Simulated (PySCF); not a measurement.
Gas-phase reaction: CSe₂ + 3 O₂ → 2 SeO₂ + CO₂

Computed with PySCF and rigid-rotor harmonic-oscillator thermochemistry at 1 bar. † marks an energy on the PBE0/def2-TZVP geometry and frequencies; other levels use their own. MP2 freezes the core. 6-31G* has spherical d functions here. Open shells (unrestricted): O₂ (multiplicity 3); the rest are closed-shell singlets. B3LYP is the form with VWN-RPA correlation. Se: all electrons, no relativistic terms. MP2 isn't extrapolated to the basis-set limit.

| level | ΔH°(298 K), kJ |
|---|---|
| B3LYP/6-31G* | -645 |
| MP2/def2-TZVPP† | ? |
| PBE0/def2-TZVP | -731 |
| LDA/def2-TZVP† | -889 |
| ωB97M-V/def2-TZVP† | ? |

**Question.** What belongs in the gaps?

**Answer.** 
- MP2/def2-TZVPP†, ΔH°(298 K), kJ: -911
- ωB97M-V/def2-TZVP†, ΔH°(298 K), kJ: -790
